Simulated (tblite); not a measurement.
C8H7FO2.
Bonds: C1–O2, O2–C3, C3–C4 (aromatic), C4–C5 (aromatic), C5–C6 (aromatic), C6–C7 (aromatic), C7–C8, C8–O9 (double), C8–F10, C7–C11 (aromatic), C3–C11 (aromatic). Hydrogens: H12, H13, H14 on C1; H15 on C4; H16 on C5; H17 on C6; H18 on C11.

Computed geometry: GFN2-xTB, gas phase.

Problem. Give the optimised bond lengths and angles.

Solution. 
```json
{"bond": "C1–O2", "length (Å)": "1.410"}
{"bond": "O2–C3", "length (Å)": "1.353"}
{"bond": "C3–C4", "length (Å)": "1.401"}
{"bond": "C4–C5", "length (Å)": "1.380"}
{"bond": "C5–C6", "length (Å)": "1.385"}
{"bond": "C6–C7", "length (Å)": "1.392"}
{"bond": "C7–C8", "length (Å)": "1.461"}
{"bond": "C8=O9", "length (Å)": "1.186"}
{"bond": "C8–F10", "length (Å)": "1.369"}
{"bond": "C7–C11", "length (Å)": "1.398"}
{"bond": "C3–C11", "length (Å)": "1.387"}
{"bond": "C1–H12, C1–H13, C1–H14", "length (Å)": "1.092"}
{"bond": "C4–H15", "length (Å)": "1.079"}
{"bond": "C5–H16", "length (Å)": "1.079"}
{"bond": "C6–H17", "length (Å)": "1.078"}
{"bond": "C11–H18", "length (Å)": "1.078"}
```

Bonds in one row agree within 0.01 Å and their mean is given. A selection of angles:
```json
{"angle": "C1–O2–C3", "degrees": "118.6"}
{"angle": "O2–C3–C4", "degrees": "116.0"}
{"angle": "O2–C3–C11", "degrees": "125.0"}
{"angle": "C4–C3–C11", "degrees": "119.0"}
{"angle": "C3–C4–C5", "degrees": "120.8"}
{"angle": "C4–C5–C6", "degrees": "120.6"}
{"angle": "C5–C6–C7", "degrees": "119.0"}
{"angle": "C6–C7–C8", "degrees": "122.1"}
{"angle": "C6–C7–C11", "degrees": "120.8"}
{"angle": "C8–C7–C11", "degrees": "117.0"}
{"angle": "C7–C8–O9", "degrees": "129.1"}
{"angle": "C7–C8–F10", "degrees": "112.4"}
{"angle": "O9–C8–F10", "degrees": "118.5"}
{"angle": "C3–C11–C7", "degrees": "119.8"}
```

Dihedral angles: C1–O2–C3–C4 180° (antiperiplanar); C6–C7–C8–O9 180° (antiperiplanar).

The 6-membered ring C3–C4–C5–C6–C7–C11 has internal angles of 119.0° to 120.8° (sum 720°, against 720° for a flat polygon); it is planar, 0.00 Å rms from its mean plane, widest ring torsion 0°. The C–O distances run from 1.186 Å (C8=O9, drawn double) to 1.410 Å (C1–O2, drawn single), a spread of 0.224 Å. The C–C distances run from 1.380 Å (C4–C5, aromatic) to 1.461 Å (C7–C8, drawn single), a spread of 0.081 Å. Of the pairs four or more bonds apart, C1···H18 is among the closest relative to their van der Waals radii: 2.57 Å, 89 % of the sum of Bondi's values. The 11 heavy atoms lie in one plane (0.001 Å rms).

Point group: Cs (tolerance 0.08 Å). Its GFN2-xTB frequencies are all real (lowest 50 cm⁻¹). The numbers are those of one conformer.

Hardware: x86-64 server, one thread, on a shared host. These figures are those of the optimisation.
